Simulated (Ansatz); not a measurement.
`OC(O)[SiH2]Cl` and `OC(O)[O][GeH3]` differ in one atom or group.

Ansatz, PBE0-D4/def2-TZVP geometries, multiplicity 1. Each molecule was computed in one conformer, which needn't be the lowest.

Scalar relativity is left out up to krypton.

| property | `OC(O)[SiH2]Cl` |
| --- | --- |
| HOMO–LUMO gap (PBE/def2-TZVPP) / eV | 5.74 |
| size of the dipole moment (B3LYP/def2-TZVPP) / D | 1.62 |
| HOMO–LUMO gap (B3LYP/def2-TZVPP) / eV | 7.66 |
| size of the dipole moment (PBE/def2-TZVPP) / D | 1.65 |
| LUMO energy (PBE0/def2-TZVPP) / eV | 0.11 |
| HOMO–LUMO gap (ωB97M-V/def2-TZVPP) / eV | 12.14 |

Q: Give the same properties after the change, and the shifts. (Estimate.)

A: Ansatz gave: 
```csv
property,`OC(O)[O][GeH3]`,shift
HOMO–LUMO gap (PBE/def2-TZVPP) / eV,6.24,0.50
size of the dipole moment (B3LYP/def2-TZVPP) / D,1.36,-0.26
HOMO–LUMO gap (B3LYP/def2-TZVPP) / eV,8.18,0.52
size of the dipole moment (PBE/def2-TZVPP) / D,1.27,-0.38
LUMO energy (PBE0/def2-TZVPP) / eV,0.41,0.30
HOMO–LUMO gap (ωB97M-V/def2-TZVPP) / eV,12.76,0.62
```

With PBE0 the HOMO falls by 0.25 eV and the LUMO rises by 0.30 eV, so the gap widens by about 0.55 eV. PBE moves the HOMO by -0.17 eV and ωB97M-V by -0.32 eV. Dipoles are sizes alone; their direction can turn.

Positive LUMOs are unbound, so they and the gaps depend on the basis.

B3LYP here is the variant with VWN-RPA as its local correlation; programs differ in this.
